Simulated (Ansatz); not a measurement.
Born–Oppenheimer molecular dynamics of AlH6N3 (10 atoms, charge 0, multiplicity 1). It starts from a relaxed structure.

Theory: Ansatz 0.2.0, RKS B3LYP-D4/STO-3G.

```yaml
ensemble: NVE (velocity Verlet)
time_step: 0.5 fs
steps_asked: 100
starting_velocities_drawn_for: 300 K
seed: 148714
```

First frame:

```xyz
10
Properties=species:S:1:pos:R:3
Al -0.001 0.004 0.000
N -0.007 0.057 1.736
H -0.845 -0.024 2.338
H 0.830 0.154 2.337
N 1.499 0.124 -0.867
H 1.601 0.120 -1.897
H 2.433 0.251 -0.439
N -1.494 -0.176 -0.869
H -2.431 -0.276 -0.442
H -1.585 -0.235 -1.898
```

Question: How far do the bonds stretch over the last three quarters of this one trajectory? (Pairs bonded in most of those frames.)

Answer: 
| bond | mean (Å) | spread (Å) | shortest | longest |
| --- | --- | --- | --- | --- |
| Al1–N2 | 1.739 | 0.014 | 1.72 | 1.76 |
| Al1–N5 | 1.763 | 0.022 | 1.72 | 1.79 |
| Al1–N8 | 1.755 | 0.025 | 1.72 | 1.79 |
| N2–H3 | 1.036 | 0.011 | 1.02 | 1.05 |
| N2–H4 | 1.037 | 0.010 | 1.02 | 1.05 |
| N5–H6 | 1.045 | 0.025 | 1.00 | 1.08 |
| N5–H7 | 1.044 | 0.019 | 1.02 | 1.08 |
| N8–H9 | 1.043 | 0.019 | 1.01 | 1.08 |
| N8–H10 | 1.042 | 0.020 | 1.01 | 1.07 |

Mean temperature of the second half: 136 K. The conserved energy stayed within 0.3 meV per atom of its start (net change 0.2 meV per atom), so the integration is sound. A run of 0.05 ps of so small a system gives no equilibrium averages. Limits of this set-up: minimal basis.

Run time: 2.3 min on 1 thread of Arm Neoverse V2, on a shared host, peak memory 0.084 GiB.
